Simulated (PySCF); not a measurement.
CH5BiO2. Atoms are numbered in the order given.

```xyz
9

Bi    -0.1223     0.2711     0.0000
C      2.0957    -0.3292     0.0000
H      2.5891     0.0659     0.9004
H      2.5891     0.0659    -0.9004
H      2.1624    -1.4281     0.0000
O     -0.6068    -0.9820     1.6273
H     -0.0290    -1.7590     1.6549
O     -0.6068    -0.9820    -1.6273
H     -0.0290    -1.7590    -1.6549
```

Geometry optimised at B3LYP-D3(BJ)/def2-SVP. The def2 effective core potentials stand for the cores of Bi; spin–orbit coupling is left out. One conformer was computed; it need not be the lowest.

All values below come from HF/def2-TZVP (PySCF).

Gas-phase values at a fixed geometry.

* **total energy**: -404.14277 hartree
* **point group**: Cs
* **highest occupied level**: -10.15 eV
* **lowest empty level**: 2.00 eV
* **orbital gap**: 12.15 eV
* **dipole moment**: 3.38 D
* **quadrupole, principal values (traceless, Buckingham form, about the centre of nuclear charge)**: -9.44, -3.14, 12.59 D·Å
* **mean static polarisability**: 61.2 bohr³ (9.06 Å³)
* **polarisability, principal values**: 54.1, 58.0, 71.4 bohr³
